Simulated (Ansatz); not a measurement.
Z-matrix (Å, degrees):
```
Si
Si 1 2.355
H 1 1.489 2 113.2
H 1 1.486 2 108.5 3 121.9
H 1 1.490 2 107.6 3 -120.5
Cl 2 2.075 1 109.6 3 -53.1
N 2 1.719 1 110.1 3 61.8
H 7 1.008 2 120.3 1 -151.2
H 7 1.008 2 120.2 1 61.6
```

Charge 0, multiplicity 2.

Question: List the PBE0/def2-TZVPP orbital energies in eV (Ansatz 0.2.0). (Estimate.)

Answer: Ansatz gave: α occupied: -2767.22, -1803.68, -1802.57, -391.49, -259.07, -197.35, -197.23, -197.22, -145.85, -144.95, -100.57, -100.52, -100.45, -99.62, -99.59, -99.58, -24.46, -22.87, -15.77, -14.44, -14.18, -11.62, -10.22, -9.98, -9.85, -9.58, -8.78, -8.72, -5.44. α empty: -0.33, 0.08, 0.83, 1.24, 1.58, 1.89, 2.30, 2.49. β occupied: -2767.21, -1803.60, -1802.55, -391.40, -259.06, -197.32, -197.21, -197.19, -145.75, -144.92, -100.47, -100.40, -100.32, -99.57, -99.57, -99.56, -24.25, -22.77, -15.53, -14.35, -14.02, -11.44, -10.00, -9.94, -9.68, -9.40, -8.46, -8.26. β empty: -2.21, -0.09, 0.37, 0.99, 1.47, 1.73, 2.04, 2.39. ⟨S²⟩ = 0.755.
